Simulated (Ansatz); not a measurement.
System: C3H7O2, charge 1, multiplicity 1. It need not be the lowest isomer of its formula. SMILES: C[OH+]C(C)=O
Structure (B3LYP-D3(BJ)/def2-TZVP (Ansatz, a quantum-chemistry and plane-wave program) minimum search):
```
O
H 1 0.9706
C 1 1.4739 2 112.61
H 3 1.0846 1 105.99 2 178.59
H 3 1.0861 4 110.66 1 -115.35
H 3 1.0866 4 111.27 5 -125.71
C 1 1.7273 2 116.91 3 142.45
O 7 1.1438 1 111.39 2 -152.41
C 7 1.4661 8 142.68 1 176.73
H 9 1.0894 7 107.82 8 -2.20
H 9 1.0911 10 110.45 7 119.87
H 9 1.0923 10 109.70 11 120.47
```
Charge +1, spin multiplicity 1.

Parts of the frozen-core correlation energy in cc-pwCVTZ (Ansatz, hartree). Frozen orbitals: 5; correlated occupied orbitals by spin: 15 and 15; virtual: 293 and 293. Spin-orbit coupling is left out. Non-relativistic.

```csv
term,value
reference (HF),-267.23019
MP2 opposite-spin,?
MP2 same-spin,-0.23759
CCSD correlation,?
(T),?
T1 diagnostic,0.014
largest doubles amplitude,0.048
```

### Question
Some entries are withheld; supply them.

### Answer

- MP2 opposite-spin, value: -0.75231
- CCSD correlation, value: -1.01433
- (T), value: -0.04328
